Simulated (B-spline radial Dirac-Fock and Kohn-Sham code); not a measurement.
Core-level shifts of mercury with charge state

The computed values come from a radial B-spline solver: Dirac-Fock ΔSCF + Breit + QED. Each ion is free and in its tabulated ground configuration. The model has no electron correlation.

Reference: Hg⁷¹⁺, [He] 2s2 2p5, with K (1s) 90331.9 eV. Shifts from it, in eV (a dash: the subshell is empty, belongs to an open shell averaged over j, or its hole state is left out as unreliable):

```tsv
ion	configuration	K (1s)
Hg⁷²⁺	[He] 2s2 2p4	+540.4
Hg⁷³⁺	[He] 2s2 2p3	?
Hg⁷⁴⁺	[He] 2s2 2p2	+1637.7
Hg⁷⁵⁺	[He] 2s2 2p1	+2194.5
Hg⁷⁶⁺	[He] 2s2	+2756.8
Hg⁷⁸⁺	1s2	+3787.2
Hg⁷⁹⁺	1s1	+5565.9
```

Q: Give the missing shifts for Hg⁷³⁺.

A: K (1s) +1086.3 (eV).
